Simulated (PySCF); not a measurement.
**Stationary points of ZrS₂**

Method: PBE0/[Zr def2-TZVP with ECP28, S def2-TZVP], scalar-relativistic core potentials, density fitting, no spin–orbit coupling, PySCF.

Relaxations began from a few typed shapes. The search is not exhaustive: other isomers or separated fragments can lie lower, and high-lying points may rest on an excited occupation.

```
                                                 spin  group                           bonds                           angles  imaginary modes (cm⁻¹)  ΔE (kJ/mol)  ΔE with ZPE (kJ/mol)
                                              singlet    C2v               Zr–S 2.207 Å (×2)                    S–Zr–S 110.0°                    none          0.0                   0.0
                                              singlet    D∞h               Zr–S 2.274 Å (×2)                    S–Zr–S 180.0°              174i, 174i        135.7                     –
singlet (closed shell, unstable to spin polarisation)    C2v  S–S 2.067 Å, Zr–S 2.339 Å (×2)  S–S–Zr 63.8° (×2), S–Zr–S 52.4°                    none        195.0                 195.4
```

The lowest minimum found is the singlet C2v: Zr–S 2.207 Å (×2); S–Zr–S 110.0°.

Formally Zr is in oxidation state +4, d0. A d0 centre has no lone pair, yet it is C2v rather than linear: covalent bonding through the d orbitals favours lower symmetry. The polar-tensor charge on Zr, 1.42, is far below the formal one.
